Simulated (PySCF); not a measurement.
Start geometry of `C#CC(=C=CC)C#C` from GFN2-xTB (Å):
```
atom  x, y, z in Å
C1    -2.5687    1.9910   -0.0008
C2    -1.8389    1.0389   -0.0045
C3    -1.0019   -0.1103   -0.0299
C4     0.2217   -0.0931    0.4549
C5     1.4286   -0.0713    0.9190
C6     2.6462    0.2777    0.1157
C7    -1.5703   -1.2814   -0.6020
C8    -2.0804   -2.2502   -1.0921
H9    -3.2009    2.8277    0.0083
H10    1.6096   -0.3180    1.9600
H11    3.3438   -0.5594    0.1190
H12    3.1487    1.1363    0.5599
H13    2.3807    0.5140   -0.9115
H14   -2.5189   -3.1025   -1.5182
```

Task: What comes out of this run: PBE0-D3(BJ)/def2-SVP geometry optimisation, gas phase in PySCF?

Result: 
```
atom  x, y, z in Å
C1    -2.657    2.446   -0.158
C2    -1.946    1.464   -0.188
C3    -1.120    0.291   -0.234
C4     0.122    0.310    0.242
C5     1.342    0.331    0.704
C6     2.569    0.679   -0.085
C7    -1.672   -0.906   -0.805
C8    -2.154   -1.906   -1.290
H9    -3.282    3.318   -0.128
H10    1.483    0.071    1.764
H11    3.281   -0.162   -0.078
H12    3.082    1.543    0.366
H13    2.324    0.922   -1.127
H14   -2.576   -2.796   -1.718
```

The energy falls by 0.085 eV over 6 energy and gradient evaluations, the largest force component goes from 0.0171 to 1.6e-04 Eh/bohr, and the atoms move by 0.051 Å rms after alignment. Among the bonds, C1–H9 and C8–H14 change most and about equally (+0.025 Å). Bonds longer at the end by more than 0.005 Å: 12 of 13; shorter: 0. Among the angles that change most is C4–C5–H10, from 119.7° to 117.2°. Rotational constants go from 2714, 1365, 956.9 to 2590, 1364, 939.4 MHz. The orientation of the end geometry is arbitrary; only internal coordinates are fixed.

The run used 142 basis functions and 40 SCF cycles in all. The run took about 1.9 min of CPU time (one thread, shared machine).

No frequency check.
